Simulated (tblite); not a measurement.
Species: C6H9N3.
SMILES with atom numbers: `[CH2:1]=[CH:2][CH2:3][n:4]1[cH:5][n:6][n:7][c:8]1[CH3:9]` (hydrogens: H10, H11 on C1; H12 on C2; H13, H14 on C3; H15 on C5; H16, H17, H18 on C9)

Structure optimised with GFN2-xTB, isolated species.

Task: What internal coordinates does the optimisation give?

Result: 
```json
{"bond": "C1=C2", "length (bohr)": "2.492"}
{"bond": "C2–C3", "length (bohr)": "2.840"}
{"bond": "C3–N4", "length (bohr)": "2.722"}
{"bond": "N4–C5", "length (bohr)": "2.575"}
{"bond": "C5–N6", "length (bohr)": "2.449"}
{"bond": "N6–N7", "length (bohr)": "2.541"}
{"bond": "N7–C8", "length (bohr)": "2.460"}
{"bond": "C8–C9", "length (bohr)": "2.796"}
{"bond": "N4–C8", "length (bohr)": "2.591"}
{"bond": "C1–H10", "length (bohr)": "2.033"}
{"bond": "C1–H11", "length (bohr)": "2.037"}
{"bond": "C2–H12", "length (bohr)": "2.045"}
{"bond": "C3–H13, C3–H14", "length (bohr)": "2.069"}
{"bond": "C5–H15", "length (bohr)": "2.023"}
{"bond": "C9–H16, C9–H17, C9–H18", "length (bohr)": "2.057"}
```

Bonds in one row agree within 0.02 bohr and their mean is given. A selection of angles:
```json
{"angle": "C1–C2–C3", "degrees": "124.1"}
{"angle": "C2–C3–N4", "degrees": "110.8"}
{"angle": "C3–N4–C5", "degrees": "128.3"}
{"angle": "C3–N4–C8", "degrees": "128.1"}
{"angle": "C5–N4–C8", "degrees": "103.6"}
{"angle": "N4–C5–N6", "degrees": "110.7"}
{"angle": "C5–N6–N7", "degrees": "107.7"}
{"angle": "N6–N7–C8", "degrees": "108.4"}
{"angle": "N7–C8–C9", "degrees": "126.3"}
{"angle": "N4–C8–N7", "degrees": "109.7"}
{"angle": "N4–C8–C9", "degrees": "124.0"}
```

Torsions: C1–C2–C3–N4 125° (anticlinal); C2–C3–N4–C5 99° (anticlinal). The mirror-image conformer, all signs reversed, is as good.

Of the pairs four or more bonds apart, C9···H14 is among the closest relative to their van der Waals radii: 2.88 Å, 99 % of the sum of Bondi's values. The 5-membered ring N4–C5–N6–N7–C8 has internal angles of 103.6° to 110.7°; it is planar, 0.00 Å rms from its mean plane, widest ring torsion 0°. The 5 C–N bonds span 1.296 Å (C5–N6, aromatic) to 1.440 Å (C3–N4, drawn single), a spread of 0.144 Å. N4 (pyrrole-type nitrogen) is planar (angles 128.3°, 128.1° and 103.6°, sum 359.9°, 0.02 Å off the plane of its three neighbours). The 3 C–C bonds span 1.319 Å (C1=C2, drawn double) to 1.503 Å (C2–C3, drawn single), a spread of 0.184 Å.

Point group: C1 (no symmetry element, even within 0.4 Å). Its GFN2-xTB frequencies are all real (lowest 42 cm⁻¹). The numbers are those of one conformer.

All values are computed, not measured.
